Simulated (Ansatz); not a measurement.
BClH$_{3}$NO, SMILES `NB(O)Cl`, relaxed with RKS PBE0-D4/def2-TZVP in Ansatz from a GFN2-xTB geometry. The force threshold is 0.005 eV/Å; the program also tests the step.

Charge 0, multiplicity 1.

Start:

```xyz
7

N     0.585    0.512    0.773
B    -0.254   -0.058   -0.179
O     0.170   -1.078   -0.947
Cl   -1.886    0.591   -0.349
H     0.318    1.273    1.369
H     1.524    0.185    0.915
H    -0.456   -1.425   -1.582
```

Problem. By how much does the energy fall, and how many steps does the optimiser take? (Best estimate.)

Solution. Ansatz gave: 1.72 kJ/mol, in 5 steps.

Problem. Which bonds change most? (Estimate.)

Solution. Computed: B2–Cl4 from 1.764 to 1.788 Å; B2–O3 from 1.346 to 1.360 Å; N1–B2 from 1.391 to 1.393 Å; O3–H7 from 0.957 to 0.959 Å.

Problem. Give the relaxed structure. (Estimate.)

Solution. Ansatz gave: 
```xyz
7

N     0.596    0.513    0.778
B    -0.244   -0.059   -0.175
O     0.185   -1.090   -0.951
Cl   -1.904    0.577   -0.371
H     0.314    1.273    1.367
H     1.535    0.184    0.919
H    -0.481   -1.398   -1.568
```
